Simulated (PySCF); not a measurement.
A geometry optimisation on [Rh(H2O)6]3+ (`[OH2]->[Rh+3](<-[OH2])(<-[OH2])(<-[OH2])(<-[OH2])<-[OH2]`).

Method: PBE0-D3(BJ)/def2-SVP geometry optimisation, gas phase, def2 core potentials past Kr (PySCF 2.14.0). Start geometry: GFN2-xTB. The input is one job of a driver script: a line of settings, then coordinates in Å.

Input:
```
{"job": {"xc": "PBE0", "basis": "def2-SVP", "d3": "d3bj", "grid": 1, "maxiter": 30, "shake": 0.03, "kind": "geom"}, "charge": 3, "multiplicity": 1}
Rh     0.042580    -0.082750     0.022140
O     -0.072060     0.088050     2.032970
H     -0.260930     0.978750     2.392730
H      0.743310    -0.318250     2.552140
O     -0.151670    -0.196840    -2.061170
H      0.017450    -1.030980    -2.436480
H      0.146430     0.504130    -2.660970
O      2.081210    -0.012290     0.047560
H      2.497070     0.646820     0.660730
H      2.549700    -0.160630    -0.716230
O     -2.076940     0.049140     0.023730
H     -2.533290    -0.253730     0.789340
H     -2.588090    -0.216740    -0.836260
O     -0.176730     2.043230     0.052280
H     -1.045060     2.357770    -0.024510
H      0.435780     2.640760    -0.500610
O      0.077980    -2.014710     0.010250
H     -0.659700    -2.544530     0.463400
H      0.910190    -2.483760     0.273550
```

Output:
```
step   0  E = -567.13907756  max force = 0.083344
step   1  E = -567.16971258  max force = 0.017952
step   2  E = -567.17159591  max force = 0.007300
step   3  E = -567.17247992  max force = 0.003447
step   4  E = -567.17292593  max force = 0.002531
step   5  E = -567.17351833  max force = 0.002781
step   6  E = -567.17393742  max force = 0.002722
step   7  E = -567.17419198  max force = 0.001310
step   8  E = -567.17430290  max force = 0.000850
step   9  E = -567.17438869  max force = 0.000843
step  10  E = -567.17450413  max force = 0.000937
step  11  E = -567.17464852  max force = 0.001288
step  12  E = -567.17479617  max force = 0.001222
step  13  E = -567.17488989  max force = 0.000779
step  14  E = -567.17493838  max force = 0.000886
step  15  E = -567.17496593  max force = 0.000716
step  16  E = -567.17498211  max force = 0.000534
step  17  E = -567.17499820  max force = 0.000477
step  18  E = -567.17500806  max force = 0.000507
step  19  E = -567.17501117  max force = 0.000417
optimisation converged
```

Energies in Eh; «max force» is the largest Cartesian gradient component in Eh/bohr.

Task: Give the first gradient maximum in eV/Å.

Result: With 1 Eh/bohr = 51.422 eV/Å, 4.286 eV/Å.

Task: How much energy does the optimisation release, in eV?

Result: E(step 0) − E(last step) = 0.035934 Eh, which is 0.978 eV.

Main results: final energy -567.17501 Eh after 19 steps.

The ion is multiply charged and computed in the gas phase, without counter-ions or solvent.

Task: Estimate the wall time. Hardware: Arm Neoverse V1, one thread, shared host with 32 logical CPUs at a one-minute load of 14. And the peak memory of the process?

Result: About 7.3 min, with 0.75 GiB resident at the peak, the Python interpreter and its libraries included.
Labels such as C1 count atoms from 1, the log's own numbers from 0.
